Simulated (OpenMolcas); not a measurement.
# Ti2+: effect of the IPEA shift

| Property | Result |
| --- | --- |
| Program | OpenMolcas 26.06 |
| Basis | ANO-RCC-VTZP [6s5p3d2f1g] |
| Scalar Hamiltonian | DKH2, point nucleus |
| Active space | 2 electrons in 6 orbitals (3d 4s) |
| State averaging | 2S+1 = 3 even, 15 roots; 2S+1 = 1 even, 20 roots |
| Spin-orbit coupling | RASSI with atomic mean-field integrals over the reference wave functions, term energies averaged over their components |

Methods on the same reference wave functions:
A. CASSCF
B. MS-CASPT2, IPEA 0 Eh, imaginary shift 0.1 Eh (closed shells correlated: 3s 3p)
C. MS-CASPT2, IPEA 0.25 Eh, imaginary shift 0.1 Eh (closed shells correlated: 3s 3p)

Energies in cm⁻¹ above 3d² ³F₂, the measured ground level; measured values from Corliss and Sugar, J. Phys. Chem. Ref. Data 8, 1 (1979).

```
    Level      A      B      C  Measured
  3d² ³F₂    0.0    0.0    0.0       0.0
  3d² ³F₃    197    198    198       185
  3d² ³F₄    454    456    455       420
  3d² ¹D₂  10974   7970   8100      8474
  3d² ³P₀  13764  10510  11050     10538
  3d² ³P₁  13832  10580  11110     10604
  3d² ³P₂  13972  10720  11250     10721
  3d² ¹G₄  17383  14670  14700     14398
3d 4s ³D₁  39015  37780  37610          
3d 4s ³D₂  39140  37900  37730     38199
3d 4s ³D₃  39338  38100  37930     38426
  3d² ¹S₀  42378  32120  32530     32476
3d 4s ¹D₂  45614  41280  41070     41704
```

Deviations, from unrounded energies. A percentage is the sum of absolute deviations over the sum of measured energies, with the sign that they share, or ± where signs differ.

| Against measurement | Levels | A | B | C |
| --- | --- | --- | --- | --- |
| mean absolute deviation (cm-1) | 11 | 2800 | 210 | 360 |
| fine structure of the ground term (%) | 2 | +7.6 | +8.0 | +8.0 |
| other terms of the ground configuration (%) | 6 | +28.8 | ±1.4 | ±2.6 |
| other configurations (%) | 3 | +4.9 | -0.9 | -1.3 |

B lies closest to measurement on these levels and A furthest from it. The largest miss of B in the table is 3d² ¹D₂, by -500 cm-1. The ranking rests on the paired levels alone, and a cruder setting can come out closer through cancelling errors.

Between B and C the level of the table that moves most is 3d² ³P₁, by 540 cm-1 (lowest in B, highest in C). Moves below CASPT2's spread within the term are not significant.

The mean deviations of B to C differ by less than CASPT2's widest spread within a term (790 cm-1), so their order carries little weight.

From A to B the spin-free energies of the other terms of 3d² shown, above ³F, scale by factors of 0.72 to 0.84, as is usual when dynamic correlation screens the repulsion within a d or f shell.

The lowest spin-free term lies below A's lowest term by 0.304 hartree in B, 0.300 hartree in C.

CASPT2 does not keep the components of a term degenerate, so their means are used; among the terms shown or strongly mixed into the levels shown the widest spread is 790 cm-1 (3d² ¹G, B). A single d shell beside an s shell can misplace configurations of different d count against each other. Without dynamic correlation excited terms often stand tens of per cent too high (terms of higher spin than the ground term too low), and those without a measured partner can miss by more than the paired ones (holds for A). Measured partners are found by configuration, term and J. A level has none where our copy of the source lacks it or the pairing is in doubt (some pairs that miss far off the trend of their configuration count as doubtful), and it then counts in no deviation. Only configurations of the active space appear.
